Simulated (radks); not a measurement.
Problem. These are the eigenvalues of the occupied orbitals of an atom or ion with whole-number occupations (hartree). Calculated with a radial shooting solver on a logarithmic mesh with Libxc functionals: scalar-relativistic Kohn-Sham, PBE, spin-unpolarised, spherical densities, point nucleus.

| orbital | eigenvalue |
|---|---|
| 1s | -1424.839 |
| 2s | -227.4174 |
| 2p | -203.8905 |
| 3s | -49.19874 |
| 3p | -41.68715 |
| 3d | -30.89904 |
| 4s | -10.49660 |
| 4p | -8.05373 |
| 4d | -4.51941 |
| 5s | -2.11568 |
| 5p | -1.49494 |
| 7p | -0.24559 |

Which element is it, and in what charge state? The configuration may be excited.

Solution. Z = 57, lanthanum, charge +2: La2+ in [Xe] 7p1. The list shows which subshells hold electrons but not how many an open one holds; the 1s level, -1424.8 hartree, gives Z - s = 53.4 by -(Z - s)^2/2, which with screening and relativity narrows Z to a few neighbours, and the depths of the outer levels then fix element, charge and occupations together.
